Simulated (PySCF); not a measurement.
B3LYP has the VWN-RPA correlation part, as in Gaussian. Delta-SCF ions had no search for a lower state. Excitations are Tamm–Dancoff values on a coarser integration grid. The basis has no diffuse functions, so Rydberg states are missing or too high.

CH₃BSi, SMILES `B1C=[SiH]1` (charge 0, multiplicity 1)

Calculation: B3LYP-D3(BJ)/def2-TZVP (PySCF).

The HOMO is -6.88 eV, the dipole moment is 1.36 D and the HOMO–LUMO gap is 5.15 eV. The LUMO is -1.74 eV and the S1 excitation (TDA) comes out as 3.92 eV. The S1 oscillator strength is 0.008, the T1 excitation (TDA) comes out as 3.36 eV and the S1–T1 gap (TDA) comes out as 0.56 eV. The vertical ionisation energy (Delta-SCF) comes out as 9.35 eV, the total energy is -354.2185 Ha and the cost comes out as around 60 core-seconds (rough).

Bond lengths (Å): B1–C2 1.476, B1–Si3 1.902, B1–H4 1.180, C2–Si3 1.735, C2–H5 1.081, Si3–H6 1.487. Angles (°): C2–B1–Si3 60.3, C2–B1–H4 148.9, Si3–B1–H4 150.8, B1–C2–Si3 72.1, B1–C2–H5 136.6, Si3–C2–H5 151.3, B1–Si3–C2 47.6, B1–Si3–H6 178.1, C2–Si3–H6 130.5.
Charge 0, spin multiplicity 1.
